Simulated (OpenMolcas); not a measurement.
An OpenMolcas run meant for Fe II (ANO-RCC-VTZP, DKH2; inactive shells 1s 2s 2p 3s 3p; intended active space 7 electrons in 6 orbitals (3d 4s)). One step of its input:

```
&CASPT2
Multistate=6 1 2 3 4 5 6
Frozen=2 3
IPEA=0.25
Imaginary=3.0
MaxIter=60
WThr=0.0 0.3 0.05
PrWF=0.5
NoMix
```

The run finished. Its levels beside those of a sound run (MS-CASPT2, IPEA 0.25 Eh, imaginary shift 0.1 Eh (closed shells correlated: 3s 3p)), in cm-1 above each run's lowest level:

```json
{"Level": "3d6 4s 6D 9/2", "This run": "0.0", "Usual run": "0.0"}
{"Level": "3d6 4s 6D 7/2", "This run": "395", "Usual run": "395"}
{"Level": "3d6 4s 6D 5/2", "This run": "687", "Usual run": "687"}
{"Level": "3d6 4s 6D 3/2", "This run": "888", "Usual run": "887"}
{"Level": "3d6 4s 6D 1/2", "This run": "1005", "Usual run": "1004"}
{"Level": "3d6 4s 4D 7/2", "This run": "8463", "Usual run": "6081"}
{"Level": "3d6 4s 4D 5/2", "This run": "8912", "Usual run": "6530"}
{"Level": "3d6 4s 4D 3/2", "This run": "9210", "Usual run": "6827"}
{"Level": "3d6 4s 4D 1/2", "This run": "9381", "Usual run": "6998"}
{"Level": "3d5 4s2 6S 5/2", "This run": "30089", "Usual run": "17661"}
{"Level": "3d6 4s 4P 5/2", "This run": "21036", "Usual run": "19929"}
{"Level": "3d6 4s 4H 13/2", "This run": "21392", "Usual run": "20800"}
{"Level": "3d6 4s 4P 3/2", "This run": "22023", "Usual run": "20908"}
{"Level": "3d6 4s 4H 11/2", "This run": "21544", "Usual run": "20950"}
```

**Question.** Which setting is unsound, and how much does it matter here?

**Answer.** The level shift is far above the usual 0.1 to 0.3 hartree and damps the second-order energy. Against the sound run the excited levels shown move by 2000 cm-1 on average and by 12000 cm-1 at most.

Term energies are means over components that CASPT2 splits; among the terms shown or strongly mixed into the levels shown the widest spread is 310 cm-1 (3d6 4s 4H, the sound run). Over all roots computed the reference weight is 0.88 to 0.94 in the sound run; the roots of lowest weight are the least certain, and an intruder state may touch them. A single d shell beside an s shell can misplace configurations of different d count against each other. No level of 3d7 was computed, though it lies in the active space. The CASPT2 spread within a term exceeds the gap to the next term for 3d6 4s 4H and 3d6 4s 4P, so the order of their levels is uncertain (holds for this run). Only configurations of the active space appear.
